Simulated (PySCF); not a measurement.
Compound: (Cl2In-mu-SH)2.
Bonds: In1–Cl2, In1–Cl3, In1–S4, In1–S8, S4–In5, In5–Cl6, In5–Cl7, In5–S8. Hydrogens: H9 on S4; H10 on S8.

Method used: PBE0-D3(BJ)/def2-SVP geometry optimisation, gas phase, def2 core potentials past Kr (PySCF).

Some entries are withheld. Bonds in one row agree within 0.01 Å.

| coordinate | value |
| --- | --- |
| In1–Cl2 and 3 like bonds | ? |
| In1–S4 and 3 like bonds | ? |
| S4–H9, S8–H10 | 1.356 Å |
| Cl2–In1–Cl3 | 125.9° |
| Cl2–In1–S4 | ? |
| Cl2–In1–S8 | ? |
| Cl3–In1–S4 | ? |
| S4–In1–S8 | ? |
| In1–S4–In5 | 85.6° |

**Question.** Fill in the missing values.

**Answer.** 
- In1–Cl2 and 3 like bonds = 2.330 Å (ends: indium bonded to 2 Cl and 2 S; chlorine bonded to In); 0.11 Å below the sum of covalent radii, 2.44 Å.
- In1–S4 and 3 like bonds = 2.573 Å (ends: indium bonded to 2 Cl and 2 S; sulfur bonded to 2 In and H); 0.10 Å above the sum of covalent radii, 2.47 Å.
- Cl2–In1–S4 = 108.8°, at the indium bonded to 2 Cl and 2 S; the outer atoms are 3.987 Å apart.
- Cl2–In1–S8 = 106.3°, at the indium bonded to 2 Cl and 2 S; the outer atoms are 3.927 Å apart.
- Cl3–In1–S4 = 106.9°, at the indium bonded to 2 Cl and 2 S; the outer atoms are 3.940 Å apart.
- S4–In1–S8 = 94.5°, at the indium bonded to 2 Cl and 2 S; the outer atoms are 3.778 Å apart.

Radii are Cordero's.

No frequency check. One conformer, not necessarily the lowest (Cl2–In1–S4–In5 109°, Cl2–In1–S8–In5 -111°, In1–S4–In5–Cl6 111°, S4–In5–S8–In1 0°).
